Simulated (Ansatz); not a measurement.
input.yaml

```yaml
crystal:
  periodic: [false, false, false]
  atoms:
    - { symbol: Ge, position_ang: [0.341731, 0.024318, 0.037191] }
    - { symbol: Cl, position_ang: [0.957703, -0.008948, 2.130012] }
    - { symbol: F, position_ang: [1.768782, 0.027524, -0.8905] }
    - { symbol: H, position_ang: [-0.508965, 1.198631, -0.356917] }
    - { symbol: F, position_ang: [-0.384353, -1.465937, -0.33162] }
    - { symbol: Si, position_ang: [-2.973819, 0.013497, 1.236822] }
    - { symbol: H, position_ang: [-3.081111, -0.854085, 0.04605] }
    - { symbol: H, position_ang: [-3.874045, -0.465203, 2.307457] }
    - { symbol: H, position_ang: [-3.33793, 1.401058, 0.862347] }
    - { symbol: H, position_ang: [-1.595893, 0.023045, 1.740858] }
basis:
  gaussian: { orbitals: def2-SVP }
hamiltonian:
  xc: hf
relax:
  f_tol: 0.03
  max_steps: 50
output:
  orbitals: {}
```

Launched with:

```bash
$ ansatz run input.yaml --threads 2 --pin off --max-ram 3072MiB --backend cpu --events-out ev --progress --plain --runs-dir out
```

Hardware: 2 threads of Arm Neoverse V2 (shared host).

Problem. Roughly how long does this run take, and how much memory?

Solution. 19 s, with a peak of 0.3 GiB, for 9 ionic steps.
